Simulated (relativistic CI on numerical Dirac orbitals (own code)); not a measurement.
Method of calculation: Dirac-Coulomb-Breit CI, orbitals from a KLI potential per configuration, model QED (radiative potential, 1s self-energy scaled to tabulated hydrogen-like ionisation energies), unscaled Slater integrals (own radial code, finite nucleus).

The strongest absorption lines from the ground level of an ion, among the configurations computed and to levels below about 227 eV (vacuum wavelength in Å, gf): 54.958 (0.56), 77.964 (1.9), 81.655 (2), 82.267 (5.4), 82.465 (0.54), 83.090 (1.8), 83.393 (11), 83.830 (0.5).

(1) Which ion is it?
A. Pr21+
B. Pm23+
C. La19+
D. Pr19+

Answers

(1) A. Pr21+ has 38 electrons and the ground level 4s²4p⁶4d² ³F2; the strongest line goes to 4s²4p⁶4d4f ³G°3. The pattern of lines fixes the number of electrons, and along that sequence the line energies rise steadily with the charge (about as its square where n changes within one kind of shell, about linearly where n is kept but much faster in heavy ions where fine structure, which grows about as Z⁴, sets the gap, and irregularly where shells cross), which fixes Z. Configurations outside the model, such as inner-shell arrays, can give stronger lines. At this charge energies of transitions that change n are usually good to better than 1 %, and those within a shell (Δn = 0) to a few per cent. Terms inside the open d or f shell come out 10 to 20 % too wide with unscaled integrals.

LS names give the leading component of a level, which can be under half, so a name can repeat, a term be missing and a line seem to break the LS rules.
